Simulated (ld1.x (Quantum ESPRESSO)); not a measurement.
Pseudopotential generation for ruthenium (Ru): TM, PBE, scalar-relativistic.

Input for ld1.x (Quantum ESPRESSO) 7.5:

```
&input
   title='Ru', zed=44., rel=1, dft='PBE', iswitch=3,
   config='[Kr] 4d7 5s0.5 5p0',
   nld=3, rlderiv=3.00, eminld=-3.0, emaxld=5.0, deld=0.02
 /
 &inputp
   pseudotype=2, tm=.true., lloc=0,
   nlcc=.false.,
   file_pseudopw='Ru.UPF', file_wfcaegen='ae.wfc', file_wfcncgen='nc.wfc', file_beta='beta', file_chi='chi'
 /
3
5P  2  1   0.00   0.00  2.75  2.75  0.0
4D  3  2   7.00   0.00  1.85  1.85  0.0
5S  1  0   0.50   0.00  2.00  2.00  0.0
 &test
   configts(1)='4d7 5s0.5 5p0'
 /
```

Command:

```bash
ld1.x < Ru.in > Ru.out
```

Output (shortened: banner, matrices, multipoles, cross overlaps and the repeated all-electron block are left out):

```
Program LD1 v.7.5
     --------------------------- All-electron run ----------------------------

     Ru
     scalar relativistic calculation

     atomic number is 44.00
     dft =PBE   lsd =0 sic =0 latt =0  beta=0.20 tr2=1.0E-14
     Exchange-correlation= PBE
                           (   1   4   3   4   0   0   0)
     mesh =1233 r(mesh) = 101.06970 a.u. xmin = -7.00 dx = 0.01250
     1 Ry =  13.60569312 eV, c = 137.03599908

     n l     nl                  e(Ry)          e(Ha)          e(eV)
     1 0     1S 1( 2.00)     -1612.6433      -806.3216    -21941.1293
     2 0     2S 1( 2.00)      -232.0818      -116.0409     -3157.6343
     2 1     2P 1( 6.00)      -207.8781      -103.9391     -2828.3263
     3 0     3S 1( 2.00)       -41.0807       -20.5403      -558.9313
     3 1     3P 1( 6.00)       -33.1265       -16.5633      -450.7097
     4 0     4S 1( 2.00)        -5.8727        -2.9364       -79.9026
     4 1     4P 1( 6.00)        -3.6724        -1.8362       -49.9661
     3 2     3D 1(10.00)       -20.3296       -10.1648      -276.5983
     4 2     4D 1( 7.00)        -0.6409        -0.3204        -8.7197
     5 0     5S 1( 0.50)        -0.5334        -0.2667        -7.2568
     5 1     5P 1( 0.00)        -0.2481        -0.1241        -3.3762

     final scf error:  7.3E-15 reached in  29 iterations

     Etot =   -9061.300168 Ry,   -4530.650084 Ha, -123285.269375 eV

     Ekin =    9370.308346 Ry,    4685.154173 Ha,  127489.539818 eV
     Encl =  -21847.815930 Ry,  -10923.907965 Ha, -297254.678947 eV
     Eh   =    3682.814791 Ry,    1841.407396 Ha,   50107.247876 eV
     Exc  =    -266.607375 Ry,    -133.303687 Ha,   -3627.378122 eV

     normalization and overlap integrals

     s(1S/1S) =  1.000000  <r> =   0.0334  <r2> =    0.0015  r(max) =   0.0216
     s(2S/2S) =  1.000000  <r> =   0.1457  <r2> =    0.0250  r(max) =   0.1229
     s(2P/2P) =  1.000000  <r> =   0.1270  <r2> =    0.0197  r(max) =   0.0981
     s(3S/3S) =  1.000000  <r> =   0.4027  <r2> =    0.1856  r(max) =   0.3600
     s(3P/3P) =  1.000000  <r> =   0.4030  <r2> =    0.1888  r(max) =   0.3555
     s(4S/4S) =  1.000000  <r> =   1.0193  <r2> =    1.1781  r(max) =   0.9193
     s(4P/4P) =  1.000000  <r> =   1.1290  <r2> =    1.4629  r(max) =   0.9785
     s(3D/3D) =  1.000000  <r> =   0.3841  <r2> =    0.1767  r(max) =   0.3022
     s(4D/4D) =  1.000000  <r> =   1.6717  <r2> =    3.4660  r(max) =   1.2102
     s(5S/5S) =  1.000000  <r> =   3.2071  <r2> =   11.7899  r(max) =   2.6600
     s(5P/5P) =  1.000000  <r> =   4.4150  <r2> =   22.6056  r(max) =   3.5460

     ------------------------ End of All-electron run ------------------------

     --------------------- Generating NC pseudopotential ---------------------

      Generating local pot.: lloc=0, matching radius rcloc =   2.0000

      Wfc   5P  rcut= 2.762  Using Troullier-Martins method

      Wfc   4D  rcut= 1.851  Using Troullier-Martins method

     ------------------- End of pseudopotential generation -------------------

     Computing logarithmic derivative in   2.99541
     Computing logarithmic derivative in   2.99541
     Computing the partial wave expansion
       no projector for channel:   0
     R is outside the sphere for l=    1 j= 0.00
     R is outside the sphere for l=    2 j= 0.00

     ---------------------- Testing the pseudopotential ----------------------

     Ru
     scalar relativistic calculation

     atomic number is 44.00   valence charge is  8.00
     dft =PBE   lsd =0 sic =0 latt =0  beta=0.20 tr2=1.0E-14
     mesh =1233 r(mesh) = 101.06970 xmin = -7.00 dx = 0.01250

     n l     nl             e AE (Ry)        e PS (Ry)    De AE-PS (Ry)
     3 2     4D   1( 7.00)       -0.64088       -0.64089        0.00000
     1 0     5S   1( 0.50)       -0.53337       -0.53336       -0.00000
     2 1     5P   1( 0.00)       -0.24815       -0.24815       -0.00000

     eps = 5.5E-15  iter = 15

     Etot =   -9061.300168 Ry,   -4530.650084 Ha, -123285.269375 eV
     Etotps =   -32.118550 Ry,     -16.059275 Ha,    -436.995131 eV

     Ekin =      33.632483 Ry,      16.816242 Ha,     457.593248 eV
     Encl =     -49.317576 Ry,     -24.658788 Ha,    -670.999806 eV
     Ehrt =      29.180525 Ry,      14.590263 Ha,     397.021273 eV
     Ecxc =      -6.166344 Ry,      -3.083172 Ha,     -83.897389 eV
     Epseu=     -39.447638 Ry,     -19.723819 Ha,    -536.712456 eV

     ---------------------- End of pseudopotential test ----------------------
```

Generation and configuration tests took about 3 s on one core of a shared server CPU.
